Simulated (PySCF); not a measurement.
Point-charge models of `CC#C[Si@@H](C)N([SiH3])[SiH2]Cl` against its computed dipole.

Coordinates (GFN2-xTB, Å) and charges (e) from the PBE0/pcSseg-1 density (PySCF):

```tsv
atom	x	y	z	Mulliken	IAO	Hirshfeld	ESP-fitted
C1	3.761	-1.183	-0.340	-0.1617	-0.4401	-0.0927	-0.5660
C2	2.499	-0.622	0.090	-0.1791	+0.0061	-0.0240	+0.3427
C3	1.452	-0.151	0.457	-0.3677	-0.3984	-0.1882	-0.6702
Si4	-0.184	0.545	0.967	+0.9267	+1.0345	+0.4082	+0.9429
C5	-0.202	2.419	0.686	-0.6391	-0.7257	-0.2138	-0.7628
N6	-1.414	-0.246	-0.016	-1.0819	-1.0335	-0.3466	-0.5098
Si7	-2.314	-1.567	0.680	+0.6407	+0.7465	+0.3474	+0.5163
Si8	-1.633	0.255	-1.657	+0.7697	+0.9017	+0.3622	+0.3421
Cl9	-2.912	1.803	-1.720	-0.3181	-0.3269	-0.1202	-0.1911
H10	4.558	-0.450	-0.213	+0.1538	+0.1756	+0.0639	+0.1879
H11	3.995	-2.067	0.252	+0.1542	+0.1760	+0.0642	+0.1843
H12	3.703	-1.465	-1.390	+0.1532	+0.1755	+0.0638	+0.1893
H13	-0.473	0.204	2.365	-0.0822	-0.1292	-0.0737	-0.1610
H14	0.446	2.918	1.399	+0.1466	+0.1636	+0.0471	+0.2001
H15	0.146	2.675	-0.310	+0.1515	+0.1615	+0.0417	+0.1954
H16	-1.202	2.827	0.800	+0.1510	+0.1648	+0.0393	+0.1754
H17	-2.942	-1.103	1.918	-0.0862	-0.1328	-0.0781	-0.1247
H18	-3.333	-1.974	-0.286	-0.1009	-0.1220	-0.0729	-0.0977
H19	-1.381	-2.663	0.953	-0.0875	-0.1365	-0.0801	-0.1192
H20	-2.219	-0.836	-2.424	-0.0729	-0.1288	-0.0735	-0.0384
H21	-0.360	0.698	-2.213	-0.0699	-0.1319	-0.0736	-0.0356
```

Q: Form Σ q r in debye for every column and set it beside the full dipole.

A: The full density gives (2.33, -1.09, 0.00) D, 2.57 D in size; dipole vectors point from the negative to the positive end.

```tsv
scheme	μx	μy	μz	size (D)	share of the full size (%)	angle to the full dipole (°)
Mulliken	3.90	-3.02	0.20	4.94	192	13
IAO	1.84	-2.28	0.41	2.96	115	27
Hirshfeld	1.45	-0.87	0.00	1.70	66	6
ESP-fitted	2.36	-1.12	-0.02	2.61	102	0
```

Q: Which set comes closest?

A: Length of the difference vector: ESP-fitted 0.05 D, Hirshfeld 0.91 D, IAO 1.35 D, Mulliken 2.49 D. Closest: ESP-fitted. 

Q: What is left for the Hirshfeld atoms' own dipoles?

A: The shares of the density sum to the whole, so what Σ q r misses lies in dipoles about the nuclei. The atomic dipoles sum to (2.33, -1.09, 0.00) − (1.45, -0.87, 0.00) = (0.88, -0.22, 0.00) D, 0.91 D in size.

Q: With the origin at the mean of the coordinates, (0.000, 0.001, 0.000) Å, which are the largest single terms, by size, of the Hirshfeld dipole along the direction of the full one?

A: Si8 -2.76, Si7 -2.40, Cl9 +1.96, N6 +1.96, C1 -1.74 D; all 21 atoms together +1.69 D. The single terms depend on the origin, their sum doesn't.

Q: Give the size of the full dipole in other units.

A: 2.57 D = 1.013 au = 0.536 e·Å = 8.59 × 10⁻³⁰ C·m.

One conformer (not necessarily the lowest) at the GFN2-xTB geometry, without solvent, vibrations or thermal averaging. GFN2-xTB frequencies show an imaginary mode (24i cm⁻¹), so this geometry is no minimum at that level.

The values belong to the conformer `[CH3:1][C:2]#[C:3][Si@@H:4]([CH3:5])[N:6]([SiH3:7])[SiH2:8][Cl:9]`: C3–Si4–N6–Si7 100°, Si4–N6–Si8–Cl9 -87°.
